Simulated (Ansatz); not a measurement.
```yaml
crystal:
  periodic: [false, false, false]
  atoms:
    - {symbol: B, position_ang: [0.497060, 1.567861, 0.223669]}
    - {symbol: O, position_ang: [0.008746, 0.904854, -0.034018]}
    - {symbol: C, position_ang: [0.177992, -0.079616, 0.084311]}
    - {symbol: C, position_ang: [-0.520042, -0.464414, 0.693618]}
    - {symbol: C, position_ang: [0.240411, -0.536052, -0.731472]}
    - {symbol: H, position_ang: [0.355291, 2.382357, 0.132944]}
    - {symbol: H, position_ang: [0.725519, -0.151100, 0.467959]}
    - {symbol: H, position_ang: [-0.433209, -1.039619, 0.811356]}
    - {symbol: H, position_ang: [-1.279846, -0.362481, 0.345273]}
    - {symbol: H, position_ang: [-0.629194, -0.097868, 1.176228]}
    - {symbol: H, position_ang: [-0.412312, -0.437384, -1.062388]}
    - {symbol: H, position_ang: [0.811642, -0.235045, -1.081528]}
    - {symbol: H, position_ang: [0.366592, -1.286201, -0.666849]}
basis:
  gaussian: {orbitals: cc-pVDZ}
magnetization: {spin_polarized: true, initial_magnetization: 1}
hamiltonian: {xc: {name: HF}}
correlation: {method: bccd_t, electrons: outside_noble_gas}
```

```sh
$ ansatz run in.yaml --threads 2 --pin off --events-out ev --progress --plain --max-ram 31744MiB --backend cuda --devices 0, --max-vram 18GiB
```

Shortened log:

```
Functional definition: HF
995 factors; integrals over basis functions are off by at most 4.4e-4 eV
mean field evaluation 1: about -5804.5893 eV, gradient 6.1e1 eV
mean field evaluation 2: about -5805.0317 eV, gradient 6.1e1 eV
mean field evaluation 4: about -5818.0667 eV, gradient 4.2e0 eV
mean field evaluation 8: about -5818.1952 eV, gradient 1.8e-1 eV
mean field evaluation 32: about -5814.8652 eV, gradient 5.5e-2 eV
mean field -5818.19578211 eV, -213.8147512777 hartree, gradient 2.7e-6 eV, S^2 0.752923; 1 other end points of the search recorded, 0 dependent functions left out
determinant -5818.19578211 eV, -213.8147512777 hartree, with singles and doubles -5836.47497055 eV, -214.4864990630 hartree
determinant -5814.86520080 eV, -213.6923546723 hartree, with singles and doubles -5833.20020918 eV, -214.3661538024 hartree
5 core orbitals not correlated: weight in the atoms' cores, before any rotation towards them, 0.999 or more for the frozen orbitals, at most 0.000 for the correlated occupied ones
reference -5818.19578211 eV, -213.8147512777 hartree; 15, 14 occupied and 90, 91 virtual orbitals, 995 factors
second order -17.30547981 eV of doubles, -0.00000000 eV of singles
cycle   1  -18.25343928 eV  change    2.6e-2 eV  update   7.7e-3
cycle   2  -18.25270300 eV  change    7.4e-4 eV  update   2.0e-3
cycle   3  -18.25307649 eV  change   -3.7e-4 eV  update   5.4e-4
cycle   4  -18.25265060 eV  change    4.3e-4 eV  update   1.9e-4
cycle   5  -18.25277626 eV  change   -1.3e-4 eV  update   8.0e-5
cycle   6  -18.25279024 eV  change   -1.4e-5 eV  update   2.8e-5
perturbative correction -0.42974059 eV, -0.0157926755 hartree
Total energy: -5836.87831294 eV, -214.5013216224 hartree
```

**Question.** Something in this input is off. What?

**Answer.** The geometry is squeezed to about two thirds of its size. The run converged. The result belongs to that input, not to the molecule as meant.
